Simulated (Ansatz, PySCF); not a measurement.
TiI2, SMILES [I][Ti][I] (connectivity only; charge and spin as stated), neutral, multiplicity 3. Atoms are numbered in the order given.

```xyz
3

Ti     0.0000     0.0000     0.2243
I      0.0000    -2.6146     0.2245
I      0.0000     2.6146     0.2245
```
Charge 0, spin multiplicity 3.

Geometry optimised at B3LYP-D3(BJ)/def2-SVP. The multiplicity is an assumed one; other spin states were not compared. The def2 effective core potentials stand for the cores of I; spin–orbit coupling is left out.

Two levels are set side by side: PBE-D3(BJ)/def2-SVP (Ansatz, a quantum-chemistry and plane-wave program) and B3LYP-D3(BJ)/def2-SVP (Ansatz). Each level has its own optimised geometry; the coordinates shown are those of the second. Frequencies come from the Hessian of PySCF at each geometry. Differences are taken from unrounded values.

```tsv
quantity	B3LYP-D3(BJ)	PBE-D3(BJ)	PBE-D3(BJ) minus B3LYP-D3(BJ)
mean bond length (Å)	2.615	2.596	-0.019
bond Ti1–I2 (Å)	2.615	2.596	-0.019
bond Ti1–I3 (Å)	2.615	2.596	-0.019
highest harmonic wavenumber (cm⁻¹)	340	342	1
mean harmonic wavenumber (cm⁻¹)	134	131	-3
zero-point energy (kcal/mol)	0.77	0.75	-0.02
```
